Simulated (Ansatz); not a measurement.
Basis sets compared for (KH)4 ring (K4H4). Total charge 0; singlet. Geometry PBE0-D4/def2-SVP. Ansatz on 2 threads of Intel Xeon 6975P-C on a shared host; times are rough, and most runs start from earlier orbitals.

Cartesian coordinates in Å:
```
K 2.685 1.641 -0.716
K -1.580 1.534 -2.361
K -2.685 -1.642 0.715
K 1.580 -1.533 2.362
H 0.768 2.204 -2.137
H -2.972 -0.076 -1.147
H -0.768 -2.204 2.137
H 2.972 0.075 1.147
```

Another isomer (singlet) lies 0.65 eV lower at PBE0-D4/def2-TZVP; other spin states weren't run for this one.

Binding counts from free atoms (K doublet, H doublet) in the same basis, without a counterpoise term.

```json
{"level": "PBE-D4/def2-SVP", "functions": "116", "energy (Eh)": "-2400.8520", "HOMO (eV)": "-3.45", "LUMO (eV)": "-0.63", "binding per atom (eV)": "1.38", "wall time": "2 s"}
{"level": "PBE0-D4/def2-SVP", "functions": "116", "energy (Eh)": "-2401.0541", "HOMO (eV)": "-4.44", "LUMO (eV)": "-0.16", "binding per atom (eV)": "1.38", "wall time": "2.4 s"}
```

(1) Estimate the rows for PBE-D4/def2-TZVP (with forces), PBE0-D4/def2-TZVP.

Answers

(1) 
```tsv
level	functions	energy (Eh)	HOMO (eV)	LUMO (eV)	binding per atom (eV)	wall time
PBE-D4/def2-TZVP (with forces)	156	-2401.1719	-3.46	-0.58	1.40	2.8 s
PBE0-D4/def2-TZVP	156	-2401.3683	-4.47	-0.10	1.39	2.9 s
```
